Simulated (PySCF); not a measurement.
Pb²⁺: excitation energy

Pb²⁺ [Xe] 4f14 5d10 6s2 (1S) → Pb²⁺ [Xe] 4f14 5d9 6s2 6p1 (high-spin determinant), as a difference of total energies. Calculation: PySCF 2.14, in x2c-TZVPPall; the spin-free X2C one-electron Hamiltonian (Gaussian nucleus). Correlated levels: valence and next inner shell: [Kr] 4d10 4f14 frozen. The calculations carry no spin-orbit coupling.

```json
{"method": "UHF", "excitation energy (eV)": "20.789"}
{"method": "MP2 (valence and next inner shell)", "excitation energy (eV)": "21.766"}
{"method": "SCS-MP2 (valence and next inner shell)", "excitation energy (eV)": "21.685"}
{"method": "CCSD (valence and next inner shell)", "excitation energy (eV)": "21.443"}
{"method": "CCSD(T) (valence and next inner shell)", "excitation energy (eV)": "21.438"}
```

How much does correlation contribute at CCSD(T) (valence and next inner shell)?

21.438 − (20.789) = 0.649 eV, measured against UHF.

A first-order spin-orbit estimate (lowest level to lowest level, LS coupling) adds -0.324 eV.

The basis was made for the ground configuration and has no added diffuse functions, so the excitation energy can come out too high.

The determinant of the upper state mixes LS terms, which raises its energy above the lowest term, most at the Hartree-Fock and MP2 levels.
